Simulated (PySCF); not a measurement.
Zn(Me)2 cation (C₂H₆Zn), SMILES [CH3][Zn][CH3] (connectivity only; charge and spin as stated), charge +1, multiplicity 2.

Geometry optimised at PBE0-D3(BJ)/def2-SVP. The spin state was assumed, not searched. The isomer is the one that the SMILES or the coordinates give; other isomers of the formula were not compared.

Two levels are set side by side: PBE/def2-TZVPD (PySCF) and r2SCAN/def2-TZVPD (PySCF). Same geometry, gas phase. Differences are taken from unrounded values.

```tsv
quantity	r2SCAN	PBE	PBE minus r2SCAN
α-spin orbital gap (eV)	6.85	6.12	-0.73
β-spin orbital gap (eV)	2.14	1.86	-0.28
mean polarisability (bohr³)	64.5	61.5	-3.0
```

Rough cost on one machine, each run with all the roots and properties that it gave: r2SCAN against PBE about 3 times.
